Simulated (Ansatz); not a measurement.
Isolated molecules relaxed with PBE0-D4/def2-TZVP in Ansatz; ΔE leaves out vibrations. CCSD(T)/CBS adds triple-zeta CCSD(T) − MP2 to the extrapolated MP2 energy (def2 sets, frozen cores). Elements past krypton have def2 core potentials. For I, Se, Zr outer-core shells are correlated without core-valence functions, which leaves a few kJ/mol of doubt a bond. Scalar relativity is left out up to krypton. One conformer a species, not always the lowest.

Consider the redistribution: `[F][Al]([Cl])[SeH]` + `[OH][Zr]([Cl])([Cl])[I]` → `[OH][Al]([F])[SeH]` + `[Cl][Zr]([Cl])([Cl])[I]`.

`[F][Al]([Cl])[SeH]`:

Cartesian coordinates in Å:
```
F 1.326 -1.225 0.174
Al -0.122 -0.470 0.322
Cl -1.620 -1.361 1.448
Se -0.476 1.544 -0.703
H 0.892 1.512 -1.240
```

`[OH][Zr]([Cl])([Cl])[I]`:

Cartesian coordinates in Å:
```
O 0.812 -1.176 0.437
Zr -0.240 0.255 -0.165
Cl 0.243 0.669 -2.409
Cl -2.494 -0.298 0.070
I 0.328 2.450 1.318
H 1.350 -1.900 0.749
```

`[OH][Al]([F])[SeH]`:

```xyz
6

O    -1.144   -0.081    1.420
Al   -0.032    0.336    0.232
F     0.604    1.848    0.273
Se    0.630   -1.104   -1.436
H    -1.576   -0.929    1.496
H     1.518   -0.070   -1.985
```

`[Cl][Zr]([Cl])([Cl])[I]`:

```xyz
5

Cl    0.283   -1.544   -1.734
Zr    0.022    0.034   -0.063
Cl    2.036    1.110    0.305
Cl   -1.575    1.580   -0.703
I    -0.767   -1.181    2.196
```

```
                  species  CCSD(T)/CBS(def2) energy (Eh)
     `[F][Al]([Cl])[SeH]`                    -3203.08897
`[OH][Zr]([Cl])([Cl])[I]`                    -1340.05569
     `[OH][Al]([F])[SeH]`                    -2819.07650
`[Cl][Zr]([Cl])([Cl])[I]`                    -1724.06608
```

**Question.** Work out ΔE.

**Answer.** ΔE = (-2819.07650) + (-1724.06608) − (-3203.08897) − (-1340.05569) = 0.00208 Eh = +0.06 eV.

Largest T1 diagnostic among the species: 0.015.

Leaving LDA and LC-ωPBE aside and taking each functional with its dispersion term where it has one, the values, not all of them listed here, spread over 0.11 eV, from BLYP-D4 to ωB97X-V. In def2-TZVPP, CCSD(T) changes the Hartree–Fock value by −0.10 eV (the triples alone add −0.03 eV) and MP2 by −0.14 eV.
